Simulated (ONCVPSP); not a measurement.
**PBE ONCV dataset for magnesium (Mg), scalar-relativistic all-electron reference.**

The input file (ONCVPSP 4.0.1):

```
# ATOM AND REFERENCE CONFIGURATION
# atsym  z   nc   nv     iexc    psfile
  Mg 12.00    3    2        4      upf
#
#   n    l    f
    1    0    2.00
    2    0    2.00
    2    1    6.00
    3    0    1.75
    3    1    0.25
#
# PSEUDOPOTENTIAL AND OPTIMIZATION
# lmax
    2
#
#   l,   rc,      ep,       ncon, nbas, qcut
    0    2.10    0.00    3    7    3.70
    1    3.65    0.00    3    7    2.40
    2    3.05    0.14    5    8    3.60
#
# LOCAL POTENTIAL
# lloc, lpopt,  rc(5),   dvloc0
    4    5    1.70    1.00
#
# VANDERBILT-KLEINMAN-BYLANDER PROJECTORs
# l, nproj, debl
    0    2    1.80
    1    2    2.40
    2    2    1.80
#
# MODEL CORE CHARGE
# icmod, fcfact, rcfact
    1    0.65    0.00
#
# LOG DERIVATIVE ANALYSIS
# epsh1, epsh2, depsh
   -2.00    5.00    0.02
#
# OUTPUT GRID
# rlmax, drl
    6.00    0.01
#
# TEST CONFIGURATIONS
# ncnf
    4
# nvcnf
#   n    l    f
    2
    3    0    2.00
    3    1    0.00
#
    2
    3    0    1.00
    3    1    0.00
#
    2
    3    0    1.50
    3    1    0.00
#
    2
    3    0    0.00
    3    1    2.00
#
```

Command:

```bash
oncvpsp.x < Mg.dat > Mg.out
```

Output (shortened: citation, most of the input echo, consistency checks and plot data are left out):

```
ONCVPSP  (Optimized Norm-Conservinng Vanderbilt PSeudopotential)
scalar-relativistic version 4.0.1

#   n    l    f        energy (Ha)
    1    0    2.00    -4.6311834E+01
    2    0    2.00    -2.9543832E+00
    2    1    6.00    -1.7330375E+00
    3    0    1.75    -1.8274766E-01
    3    1    0.25    -5.6557038E-02

Reference configufation results
  iterations    22
  all-electron total energy (Ha)   -2.00248548D+02

Begin loop to  construct optimized pseudo wave functions
and semi-local pseudopoentials for all angular momenta

   Wellstate for l =  0  n =  5
     eigenvalue =   1.6173
     asymptotic potential =   2.1173
     half-point radius =  4.6159

Calculating optimized projector #   1

 for l=   0

    Fraction of norm inside rc  0.211623
    Optimizing pswf for qcut=   3.71 a_B^-1,  ecut=   6.88 Ha
    Residual kinetic energy error=  7.94D-06 Ha

    Energy error per electron        Cutoff
         Ha          eV             Ha
         0.01000     0.27211        2.13
         0.00100     0.02721        3.98
         0.00010     0.00272        5.42
         0.00001     0.00027        7.21

Calculating optimized projector #   2

 for l=   0

    Fraction of norm inside rc  0.139682
    Optimizing pswf for qcut=   3.71 a_B^-1,  ecut=   6.88 Ha
    Residual kinetic energy error=  1.44D-04 Ha

    Energy error per electron        Cutoff
         Ha          eV             Ha
         0.01000     0.27211        4.63
         0.00100     0.02721        5.75
         0.00010     0.00272        8.02
         0.00001     0.00027       44.19

   Wellstate for l =  1  n =  7
     eigenvalue =   2.3434
     asymptotic potential =   2.8434
     half-point radius =  6.7385

Calculating optimized projector #   1

 for l=   1

    Fraction of norm inside rc  0.388714
    Optimizing pswf for qcut=   2.40 a_B^-1,  ecut=   2.88 Ha
    Residual kinetic energy error=  2.76D-07 Ha

    Energy error per electron        Cutoff
         Ha          eV             Ha
         0.01000     0.27211        0.65
         0.00100     0.02721        1.17
         0.00010     0.00272        1.58
         0.00001     0.00027        2.06

Calculating optimized projector #   2

 for l=   1

    Fraction of norm inside rc  0.190408
    Optimizing pswf for qcut=   2.40 a_B^-1,  ecut=   2.88 Ha
    Residual kinetic energy error=  1.12D-01 Ha

    Energy error per electron        Cutoff
         Ha          eV             Ha
         0.01000     0.27211        3.90
         0.00100     0.02721        5.33
         0.00010     0.00272       13.02
         0.00001     0.00027       17.40

   Wellstate for l =  2  n =  3
     eigenvalue =   0.1400
     asymptotic potential =   0.6400
     half-point radius =  7.6893

   Wellstate for l =  2  n =  6
     eigenvalue =   1.9400
     asymptotic potential =   2.4400
     half-point radius =  6.1832

Calculating optimized projector #   1

 for l=   2

    Fraction of norm inside rc  0.178489
    Optimizing pswf for qcut=   3.60 a_B^-1,  ecut=   6.48 Ha
    Residual kinetic energy error=  3.30D-05 Ha

    Energy error per electron        Cutoff
         Ha          eV             Ha
         0.01000     0.27211        1.38
         0.00100     0.02721        3.42
         0.00010     0.00272        5.50
         0.00001     0.00027       11.69

Calculating optimized projector #   2

 for l=   2

    Fraction of norm inside rc  0.225730
    Optimizing pswf for qcut=   3.60 a_B^-1,  ecut=   6.48 Ha
    Residual kinetic energy error=  1.39D-02 Ha

    Energy error per electron        Cutoff
         Ha          eV             Ha
         0.01000     0.27211        6.83
         0.00100     0.02721       17.83
         0.00010     0.00272       28.95
         0.00001     0.00027       32.63

Construct Vanderbilt / Kleinmman-Bylander projectors

B matrix Hermiticity error, ll=   0
   1   2   -4.5751E-05

  Orthonormal projector coefficients  2.3723E+00  2.9129E-01

B matrix Hermiticity error, ll=   1
   1   2   -5.3852E-06

  Orthonormal projector coefficients  7.1876E-01  1.7773E-01

B matrix Hermiticity error, ll=   2
   1   2    7.3857E-07

  Orthonormal projector coefficients -1.4290E+00 -3.2955E-01

Model core correction analysis
  based on d2Exc/dn_idn_j

d2excae - all-electron derivatives

   -3.121692D-02   -1.600311D-02
   -1.744823D-02   -1.013450D-02

d2excps - pseudofunction derivatives with no core correction

   -3.510527D-02   -1.685723D-02
   -1.831810D-02   -1.009678D-02

rms 2nd derivative error    2.037573E-03

Polynomial model core charge

d2excps - pseudofunction derivatives with core correction

   -3.216883D-02   -1.625864D-02
   -1.770371D-02   -1.013810D-02

rms 2nd derivative error    5.090951E-04

Pseudoatom total energy   -0.812761

Diagnostic tests using Vanderbilt-Kleinman-Bylander pseudopotentials
  1 or more projectors used as specified by nproj input data

   l    rcore       rmatch      e in        delta e   norm test  slope test

   0   2.1121845   2.1763150  -0.1827477   0.0000013   1.0000089   0.9999741
   0   2.1121845   2.1763150   1.6172523   0.0000051   1.0001780   1.0001780

   1   3.6622338   3.7734272  -0.0565570   0.0000009   1.0000033   1.0000913
   1   3.6622338   3.7734272   2.3434430   0.0000292   0.9999708   0.9999708

   2   3.0606005   3.1535270   0.1400000   0.0000010   1.0000010   1.0000010
   2   3.0606005   3.1535270   1.9400000   0.0000139   1.0000081   1.0000081

 Testing for bound ghosts
   n   l    E NL Schr. Eq   E Basis Diag.   E Cutoff

   1   0       -0.182746       -0.169931     41.67

   2   1       -0.056556       -0.054373     16.48

 Testing for highly-localized positive-energy ghosts
       l    <radius>/rc     E Basis Diag.   E Cutoff

Test configuration 0

   n   l     f        eae           eps        diff
   1   0  2.0000  -46.31183415
   2   0  2.0000   -2.95438322
   2   1  6.0000   -1.73303746
   3   0  1.7500   -0.18274766   -0.18274641    1.26D-06
   3   1  0.2500   -0.05655704   -0.05655609    9.47D-07

    Total energies and differences
      AE_ref= -2.00248548D+02  AE_tst= -2.00248548D+02  dif=  0.00D+00
      PS_ref= -8.12760830D-01  PS_tst= -8.12760830D-01  dif=  6.00D-15
      PSP excitation error= -6.00D-15

Test configuration 1

   n   l     f        eae           eps        diff
   1   0  2.0000  -46.29130288
   2   0  2.0000   -2.93426666
   2   1  6.0000   -1.71302518
   3   0  2.0000   -0.17292380   -0.17295657   -3.28D-05

    Total energies and differences
      AE_ref= -2.00248548D+02  AE_tst= -2.00279817D+02  dif= -3.13D-02
      PS_ref= -8.12760830D-01  PS_tst= -8.44035711D-01  dif= -3.13D-02
      PSP excitation error=  5.90D-06

Test configuration 2

   n   l     f        eae           eps        diff
   1   0  2.0000  -46.63013699
   2   0  2.0000   -3.26756754
   2   1  6.0000   -2.04605563
   3   0  1.0000   -0.41813532   -0.41791808    2.17D-04

    Total energies and differences
      AE_ref= -2.00248548D+02  AE_tst= -1.99987287D+02  dif=  2.61D-01
      PS_ref= -8.12760830D-01  PS_tst= -5.51542684D-01  dif=  2.61D-01
      PSP excitation error=  4.26D-05

Test configuration 3

   n   l     f        eae           eps        diff
   1   0  2.0000  -46.45005748
   2   0  2.0000   -3.09087706
   2   1  6.0000   -1.86953323
   3   0  1.5000   -0.29104377   -0.29102405    1.97D-05

    Total energies and differences
      AE_ref= -2.00248548D+02  AE_tst= -2.00164272D+02  dif=  8.43D-02
      PS_ref= -8.12760830D-01  PS_tst= -7.28481380D-01  dif=  8.43D-02
      PSP excitation error= -4.05D-06

Test configuration 4

   n   l     f        eae           eps        diff
   1   0  2.0000  -46.43869916
   2   0  2.0000   -3.07869091
   2   1  6.0000   -1.85644704
   3   1  2.0000   -0.09782219   -0.09770641    1.16D-04

    Total energies and differences
      AE_ref= -2.00248548D+02  AE_tst= -2.00015846D+02  dif=  2.33D-01
      PS_ref= -8.12760830D-01  PS_tst= -5.80451201D-01  dif=  2.32D-01
      PSP excitation error=  3.92D-04
```

The run took about 3.9 s on one core of a shared server CPU.
